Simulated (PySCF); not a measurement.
## Correlation energy of Cl (chlorine, neutral)

[Ne] 3s1 3p6, 2S determinant (an excited configuration). Calculation: PySCF 2.14, in aug-cc-pV(T+d)Z (6s5p4d2f, 55 functions); the non-relativistic Hamiltonian (point nucleus). Frozen: [Ne]; 7 electrons correlated.

MP2 pair energies summed by pair of shells (mhartree):

| pair | energy | share (%) |
| --- | --- | --- |
| 3p-3p | -226.58 | 90.0 |
| 3s-3p | -25.07 | 10.0 |

Total MP2 correlation energy: -251.65 mhartree.

Same-spin part -47.60 and opposite-spin part -204.05 mhartree; SCS-MP2 scales them by 1/3 and 6/5 to -260.72 mhartree.
